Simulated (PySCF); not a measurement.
**Property card for `C1C[PH+]2CCC1CC2`**

Compound: C7H14P (charge +1).
SMILES with atom numbers: `[CH2:1]1[CH2:2][P@@H+:3]2[CH2:4][CH2:5][C@H:6]1[CH2:7][CH2:8]2` (hydrogens: H9, H10 on C1; H11, H12 on C2; H13 on P3; H14, H15 on C4; H16, H17 on C5; H18 on C6; H19, H20 on C7; H21, H22 on C8)

PBE0-D3(BJ)/def2-SVP geometry optimisation, gas phase (PySCF):

* Point group: C3
* Rotational constants A, B, C: 2.122, 1.878, 1.876 GHz

From B3LYP/def2-SVPD ground state, ΔSCF and vertical TDDFT (core frozen in the response) (PySCF):

* HOMO energy: -12.79 eV
* LUMO energy: -4.04 eV
* HOMO–LUMO gap: 8.75 eV
* Lowest singlet excitation: 7.87 eV (158 nm, f = 0.005 summed over 2 states within 0.01 eV)
* Strongest line among the 10 lowest singlet transitions: S4/S5 at 8.05 eV (154 nm, f = 0.021 summed over these states)
* Lowest triplet excitation (Tamm–Dancoff): 7.71 eV
* Static isotropic polarisability: 90.5 au
* Vertical electron affinity: 2.62 eV
* Electronic spatial extent ⟨r²⟩ about the centre of nuclear charge: 958 bohr²

**KT3/pcSseg-1 ground state and GIAO shieldings, non-relativistic (PySCF)**

* 13C chemical shifts (computed TMS as zero) by class: 27.5 (C1/C5/C7), 24.9 (C6), 15.1 (C2/C4/C8) ppm
* 1H chemical shifts (computed TMS as zero) by class: 5.58 (H13), 2.34 (H9/H10/H16/H17/H19/H20), 2.33 (H11/H12/H14/H15/H21/H22), 1.97 (H18) ppm
* Isotropic shieldings of nuclei other than C and H, by class: 366 (P3) ppm

Monoisotopic mass of the ion (most abundant isotopes, electron mass counted): 129.0828 u.

The rotational constants are those of a prolate symmetric top; the small spread among constants that symmetry makes equal is optimisation noise. S1 lies 0.88 eV below the HOMO–LUMO gap. The vertical singlet–triplet gap S1 − T1 is 0.16 eV (TDDFT singlet less Tamm–Dancoff triplet). No computed singlet falls in the visible range (750 to 380 nm, 1.65 to 3.26 eV); S1 lies 4.61 eV above its blue end. −ε(LUMO) is 4.04 eV against a ΔSCF electron affinity of 2.62 eV. The polarisability is 13.42 Å³ as a volume (1 au = 0.148185 Å³), or 1.29 au for each of the 70 electrons.

Geometry: PBE0-D3(BJ)/def2-SVP; no solvent or vibrations. NMR classes are plain means over equivalent atoms (diastereotopic ones count apart unless rotation or inversion swaps them), as if these changed places fast; in this geometry the members of some classes differ.
